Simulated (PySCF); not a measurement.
# Reading the logs of faulty runs: BClH3 anion

All numbers below are calculated, not measured. The program is PySCF 2.14.0, an open-source quantum chemistry code, run on an isolated molecule that a program drew, which may never have been made. The molecule is BClH3 anion (charge -1, singlet), drawn as the SMILES string `[BH3-]Cl`.

Each row is a Hartree-Fock (HF) and frozen-core CCSD(T) single point in the aug-cc-pV(D+d)Z basis, meant for a local HF minimum. Run 1 is clean. Each other run has one planted mistake out of seven kinds, and not every kind appears here: one electron removed, one electron added, multiplicity raised by two, geometry at a saddle point, minimal basis STO-3G, one bond length entered in bohr, all coordinates scaled. The reference is restricted for singlets and unrestricted otherwise, and also for a bond in bohr. Adding or removing an electron swaps singlet and doublet. Electrons count all cores. HOMO and LUMO are orbital energies over both spins, the gradient is its largest component, and the lowest frequency (negative if imaginary) is given only where the gradient is small. Bond lengths are over the 4 bonds as drawn. T1 is the CCSD diagnostic: over 0.02 (restricted) or 0.045 (unrestricted) a single reference is doubtful.

Geometry of the clean run:
```xyz
5
BClH3 anion, angstrom
B    -0.9282    2.2569   -0.1173
Cl   -2.8595    1.9738    0.4839
H    -0.5051    1.1412   -0.3831
H    -0.9971    2.9919   -1.0917
H    -0.3642    2.7720    0.8371
```

| run | electrons | basis functions | <S^2> | HOMO (eV) | LUMO (eV) | gradient (hartree/bohr) | lowest frequency (cm^-1) | mean bond (Å) | longest bond (Å) | T1 | HF (hartree) | CCSD(T) (hartree) | mistake |
|---|---|---|---|---|---|---|---|---|---|---|---|---|---|
| 1 | 26 | 82 | 0.000 | -5.31 | 4.35 | 2.1e-05 | 403 | 1.4275 | 2.042 | 0.0096 | -485.98785 | -486.30954 | no fault |
| 2 | 26 | 82 | 0.295 | -2.93 | 4.34 | 2.6e-02 | - | 1.6994 | 2.310 | 0.0550 | -485.88656 | -486.21479 | one bond length entered in bohr |
| 3 | 26 | 82 | 2.010 | 1.11 | 1.56 | 3.2e-02 | - | 1.4275 | 2.042 | 0.0476 | -485.80363 | -486.10703 | multiplicity raised by two |
| 4 | 26 | 17 | 0.000 | -2.10 | 18.71 | 3.0e-02 | - | 1.4275 | 2.042 | 0.0066 | -480.65206 | -480.71703 | ? |

**Which mistake was planted in run 4, and what did it cost?**

It has 17 basis functions where the clean run has 82, with the same electrons and geometry. So the mistake is: minimal basis STO-3G. Subtracting run 1 and multiplying by 627.51 kcal/mol a hartree, the energy moved by 3348.3 kcal/mol in HF and 3509.4 kcal/mol in CCSD(T).

Cautions from the logs. Run 2: T1 is over the limit, so its CCSD(T) energy is less reliable; run 3: T1 is over the limit, so its CCSD(T) energy is less reliable and the HOMO is above zero, so the electron isn't bound and the energy depends on the basis.
